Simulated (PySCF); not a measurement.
Two-component Hartree-Fock for Kr¹⁹⁺ (krypton, charge +19)

Start: [Ne] 3s2 3p5; 3p1/2 filled at m_j = -1/2, +1/2; 3p3/2 filled at m_j = -1/2, +1/2, +3/2. Calculated with PySCF 2.14 in an even-tempered Gaussian basis (19 s from 2.1 bohr⁻², ratio 2.4; 14 p from 2.7 bohr⁻², ratio 2.4; 5 d from 13 bohr⁻², ratio 2.6; 4 f from 19 bohr⁻², ratio 2.6): generalised Hartree-Fock with the X2C-1e Hamiltonian and a Gaussian nucleus; one run each with spin-orbit coupling (SO) switched off, then screened by Boettger's factors.

```
spinor shell  electrons  ε, spin-free (eV)  ε, screened SO (eV)  weight of nominal j (screened SO)  rms radius, screened SO (bohr)
       1s1/2          2           -15158.7             -15158.0                              1.000                          0.0478
       2s1/2          2            -2703.6              -2703.3                              1.000                           0.196
       2p1/2          2            -2473.3              -2511.6                              1.000                           0.172
       3s1/2          2            -915.39              -915.26                              1.000                           0.499
       3p1/2          2            -838.02              -845.61                              0.969                           0.491
       3p3/2          3            -838.02              -834.25                              0.979                           0.497
```

Question: Where does 2p3/2 lie, and what is the 2p spin-orbit splitting (screened SO)?

Answer: At -2454.7 eV, 56.853 eV above 2p1/2.

```json
{"quantity": "E (hartree)", "spin-free": "-2584.84708", "screened SO": "-2585.15944"}
{"quantity": "M_J", "spin-free": "3/2", "screened SO": "3/2"}
{"quantity": "⟨J²⟩", "spin-free": "3.751", "screened SO": "3.751"}
{"quantity": "⟨L²⟩", "spin-free": "2.001", "screened SO": "2.003"}
{"quantity": "⟨S²⟩", "spin-free": "0.750", "screened SO": "0.752"}
```

Each row is a mean over spinors that exchange with the open shell spreads, by up to 11.589 eV (3s1/2).

Without spin-orbit coupling the j labels of p, d and f shells carry no meaning; the spin-free column gives the mean over the occupied spinors of each nl shell.
